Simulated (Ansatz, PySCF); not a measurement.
The pair A = BH3 (SMILES B) (first 4 atoms), B = C2H6S (SMILES CSC); geometry from B3LYP-D3(BJ)/def2-TZVP.
(charge 0, multiplicity 1):
```xyz
13

B     -0.3293     0.6027     0.7595
H      0.0017    -0.2209    -0.0559
H     -1.4951     0.9039     0.7056
H      0.4334     1.5290     0.8904
C      1.5601    -0.6485     2.6486
S     -0.2129    -0.3827     2.4437
C     -0.4891     0.8914     3.6912
H      1.7633    -1.0632     3.6343
H      1.8614    -1.3570     1.8801
H      2.0859     0.2934     2.5013
H     -0.3006     0.4877     4.6844
H     -1.5310     1.1925     3.6060
H      0.1542     1.7451     3.4842
```

Correlated levels freeze the cores.

Programs: Ansatz (Gaussian basis) for Hartree–Fock, density functionals and correlated methods; PySCF for the dispersion terms. Values without a source in brackets are computed.

The monomers are drawn apart, rigid, along the line of their centres of mass. Counterpoise-corrected interaction energies (kcal/mol):

```
level                    R = 3.072 Å  R = 3.854 Å
-----------------------  -----------  -----------
PBE/def2-TZVPPD             -19.5772      -6.2596
PBE-D3(BJ)/def2-TZVPPD      -21.1230      -7.0750
wB97M-V/def2-TZVPPD         -17.6540      -5.5163
CCSD(T)/aug-cc-pV(D+d)Z     -15.9825      -5.1297
```

### Question
R is the distance of the centres of mass. Find the local exponent m of E ∝ R⁻ᵐ between the two points.

### Answer

m = ln(E₁/E₂)/ln(R₂/R₁): PBE/def2-TZVPPD 5.0; PBE-D3(BJ)/def2-TZVPPD 4.8; wB97M-V/def2-TZVPPD 5.1; CCSD(T)/aug-cc-pV(D+d)Z 5.0. For scale, two fixed dipoles give m = 3, dipole and quadrupole 4, quadrupoles 5, and dispersion or dipole-induced dipole 6 at long range; at these distances several terms mix, and what is left of overlap and damping shifts m, so it need not match one of them.

Ansatz is an electronic-structure program.
